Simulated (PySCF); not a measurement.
2H-pyran-5-one (C₅H₆O₂), SMILES O=C1C=CCOC1.

The structure is a stationary point at B3LYP-D3(BJ)/def2-SVP. Other conformers were not sampled.

Two levels are set side by side: PBE/def2-TZVP (PySCF) and r2SCAN/def2-TZVP (PySCF). Same geometry, gas phase. Differences are taken from unrounded values.

```
quantity                     r2SCAN
---------------------------  ------
orbital gap (eV)               3.17
highest occupied level (eV)   -5.76
lowest empty level (eV)       -2.59
dipole moment (D)              3.62
mean polarisability (bohr³)    64.2
```

### Question
What does PBE give, and how far is it from r2SCAN? (Estimate from the structure and the level; the computed values follow.)

### Answer

```
quantity                       PBE  PBE minus r2SCAN
---------------------------  -----  ----------------
orbital gap (eV)              2.73             -0.43
highest occupied level (eV)  -5.47              0.29
lowest empty level (eV)      -2.74             -0.14
dipole moment (D)             3.48             -0.13
mean polarisability (bohr³)   65.5               1.3
```

Rough cost on one machine, each run with all the roots and properties that it gave: r2SCAN against PBE about 4 times.
